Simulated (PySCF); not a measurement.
**SMILES SC[C@@H]1C=C(Cl)CC1, C6H9ClS**

Molfile (atoms numbered from 1):
```
C6H9ClS
     RDKit          3D

 17 17  0  0  0  0  0  0  0  0999 V2000
    2.0045   -0.0805    1.3218 S   0  0  0  0  0  0  0  0  0  0  0  0
    1.6872   -0.6948   -0.3671 C   0  0  0  0  0  0  0  0  0  0  0  0
    0.2448   -0.4775   -0.8319 C   0  0  2  0  0  0  0  0  0  0  0  0
   -0.0901    0.9850   -0.9039 C   0  0  0  0  0  0  0  0  0  0  0  0
   -0.9917    1.3162    0.0076 C   0  0  0  0  0  0  0  0  0  0  0  0
   -1.6104    2.8917    0.2965 Cl  0  0  0  0  0  0  0  0  0  0  0  0
   -1.4586    0.1591    0.8363 C   0  0  0  0  0  0  0  0  0  0  0  0
   -0.8012   -1.0503    0.1500 C   0  0  0  0  0  0  0  0  0  0  0  0
    1.6865    1.1865    1.0681 H   0  0  0  0  0  0  0  0  0  0  0  0
    1.9204   -1.7584   -0.3250 H   0  0  0  0  0  0  0  0  0  0  0  0
    2.3906   -0.2044   -1.0407 H   0  0  0  0  0  0  0  0  0  0  0  0
    0.1611   -0.9434   -1.8197 H   0  0  0  0  0  0  0  0  0  0  0  0
    0.3956    1.6489   -1.5959 H   0  0  0  0  0  0  0  0  0  0  0  0
   -2.5462    0.0899    0.8481 H   0  0  0  0  0  0  0  0  0  0  0  0
   -1.1210    0.2783    1.8679 H   0  0  0  0  0  0  0  0  0  0  0  0
   -0.3310   -1.7109    0.8760 H   0  0  0  0  0  0  0  0  0  0  0  0
   -1.5476   -1.6232   -0.3982 H   0  0  0  0  0  0  0  0  0  0  0  0
  1  2  1  0
  2  3  1  0
  3  4  1  0
  4  5  2  0
  5  6  1  0
  5  7  1  0
  7  8  1  0
  8  3  1  0
  1  9  1  0
  2 10  1  0
  2 11  1  0
  3 12  1  6
  4 13  1  0
  7 14  1  0
  7 15  1  0
  8 16  1  0
  8 17  1  0
M  END
```

Theory: GIAO wB97X/6-31G* magnetisability, non-relativistic, IEF-PCM tetrahydrofuran (PySCF 2.14.0). Geometry: GFN2-xTB.

Problem. What are the magnetisability and the molar susceptibility?

Solution. Isotropic -1632 × 10⁻³⁰ J/T², or -98.3 × 10⁻⁶ cm³/mol; principal values -1709, -1632, -1556 × 10⁻³⁰ J/T², anisotropy 132 × 10⁻³⁰ J/T² (root of half the summed squared differences of the principal values). The susceptibility is in cgs units.

Problem. Split it along the inertial axes a, b, c into diamagnetic and paramagnetic parts about the centre of mass, with the quadrupole moment.

Solution. 
```csv
axis,χ (10⁻⁶ cm³/mol),diamagnetic (10⁻⁶ cm³/mol),paramagnetic (10⁻⁶ cm³/mol),summed x² of all electrons (Å²),quadrupole Θ (D Å)
a,-98.2,-632.6,534.3,270.4,-8.37
b,-101.3,-1397.9,1296.7,90.0,+2.92
c,-95.4,-1529.4,1434.0,59.1,+5.45
```
Anisotropies 2χaa − χbb − χcc = +0.1 and 2χbb − χaa − χcc = -8.9 × 10⁻⁶ cm³/mol. Θ is traceless in Buckingham's convention.
